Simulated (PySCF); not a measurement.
C5H14GeO.
Cartesian coordinates in Å at the PBE0-D3(BJ)/def2-SVP level; atoms count from 1:
```
atom  x, y, z in Å
C1    -2.7195    1.1114   -0.1930
C2    -1.4659    0.2940    0.0810
C3    -0.5160    0.2246   -1.1120
Ge4    1.1178   -0.7808   -0.7318
C5     0.7687   -2.5945   -0.1439
O6     1.9243   -0.0230    0.6794
C7     2.3393    1.3063    0.6143
H8    -3.3798    1.1504    0.6873
H9    -2.4661    2.1485   -0.4660
H10   -3.2994    0.6849   -1.0273
H11   -1.7548   -0.7282    0.3820
H12   -0.9298    0.7138    0.9495
H13   -1.0097   -0.2442   -1.9816
H14   -0.2312    1.2396   -1.4390
H15    2.1003   -0.7159   -1.9285
H16    1.7144   -3.1189    0.0532
H17    0.2059   -3.1538   -0.9053
H18    0.1842   -2.5727    0.7869
H19    1.4969    2.0162    0.4869
H20    2.8471    1.5695    1.5570
H21    3.0563    1.4944   -0.2104
```

Computed with PySCF, TDDFT wB97X-D/def2-SVPD, vertical, gas phase, core orbitals frozen in the response. The wB97X-D/def2-SVPD calculation is non-relativistic and has no spin–orbit coupling, an omission that weighs most on germanium.

Frontier orbitals with the atoms that hold most of them (Löwdin shares over 4%, at most four atoms; ? is withheld):

```
orbital  ε (eV)                            atoms
 LUMO+2    2.64   Ge4 17%, H15 13%, O6 8%, C1 8%
 LUMO+1    2.47  Ge4 15%, C7 14%, C5 12%, H15 8%
   LUMO    2.13                                ?
   HOMO   -9.23   O6 47%, C3 13%, Ge4 10%, C7 9%
 HOMO-1   -9.92                                ?
 HOMO-2  -10.53  O6 26%, Ge4 14%, C7 11%, C3 11%
 HOMO-3  -10.74  C5 24%, Ge4 22%, H15 14%, O6 6%
```

Q: Which atoms hold the HOMO-1, and with what shares?

A: O6 (bonded to C and Ge) 43%; Ge4 (bonded to 2 C, O and H) 11%; C7 (bonded to O and 3 H) 10%; C3 (bonded to C, Ge and 2 H) 9%. By element: oxygen 43%, carbon 19% or more, germanium 11%.

Q: Which atoms hold the LUMO, and with what shares?

A: Ge4 (bonded to 2 C, O and H) 27%; C5 (bonded to Ge and 3 H) 8%; C1 (bonded to C and 3 H) 7%; H17 (bonded to C) 6%. By element: germanium 27%, carbon 15% or more, hydrogen 6% or more.

Q: How does S1 compare with the orbital gap of 11.36 eV?

A: S1 is at 7.11 eV (f = 0.0017), 4.24 eV below the gap, made of HOMO→LUMO+1 (39%), HOMO→LUMO+3 (28%), HOMO→LUMO (13%). Its leading pair isn't HOMO and LUMO; the energies of that pair differ by 11.70 eV. 

Next come S2 at 7.59 eV (f 0.019), HOMO→LUMO (63%), HOMO→LUMO+2 (10%), HOMO→LUMO+4 (8%); S3 at 7.87 eV (f 0.0024), HOMO→LUMO+1 (44%), HOMO→LUMO+3 (16%), HOMO→LUMO+2 (15%); S4 at 7.89 eV (f 0.025), HOMO-1→LUMO+1 (36%), HOMO-1→LUMO+3 (22%), HOMO-1→LUMO (21%); S5 at 8.09 eV (f 0.135), HOMO→LUMO+2 (28%), HOMO→LUMO+3 (22%), HOMO→LUMO+5 (15%).

Löwdin shares depend on the basis, the more so with diffuse functions.

One conformer stands for the species.
